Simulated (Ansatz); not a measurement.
Start from `[SiH3]/N=C/Cl` and change one atom or group to get `FC/N=C/Cl`.

Ansatz, PBE0-D4/def2-TZVP geometries, multiplicity 1. Each molecule was computed in one conformer, which needn't be the lowest.

```
                                                                                  property  `[SiH3]/N=C/Cl`
                                                       HOMO energy (B3LYP/def2-TZVPP) / eV            -7.76
                                          size of the dipole moment (B3LYP/def2-TZVPP) / D             1.83
                                                         LUMO energy (PBE/def2-TZVPP) / eV            -2.22
ideal-gas entropy at 298 K and 1 bar (rigid rotor, harmonic PBE0-D4/def2-TZVP) / J/(mol·K)              317
                                                     LUMO energy (ωB97M-V/def2-TZVPP) / eV             1.07
                                                   HOMO–LUMO gap (ωB97M-V/def2-TZVPP) / eV            11.33
```

What does the change do to each property? (Estimate.)

The calculation gave: 
```csv
property,`FC/N=C/Cl`,shift
HOMO energy (B3LYP/def2-TZVPP) / eV,-8.25,-0.49
size of the dipole moment (B3LYP/def2-TZVPP) / D,0.97,-0.86
LUMO energy (PBE/def2-TZVPP) / eV,-1.86,0.36
"ideal-gas entropy at 298 K and 1 bar (rigid rotor, harmonic PBE0-D4/def2-TZVP) / J/(mol·K)",310,-7
LUMO energy (ωB97M-V/def2-TZVPP) / eV,1.42,0.35
HOMO–LUMO gap (ωB97M-V/def2-TZVPP) / eV,12.12,0.79
```

With PBE0 the HOMO falls by 0.50 eV and the LUMO rises by 0.35 eV, so the gap widens by about 0.85 eV. PBE moves the HOMO by -0.50 eV and ωB97M-V by -0.43 eV. Dipoles are sizes alone; their direction can turn.

B3LYP here is the variant with VWN-RPA as its local correlation; programs differ in this.
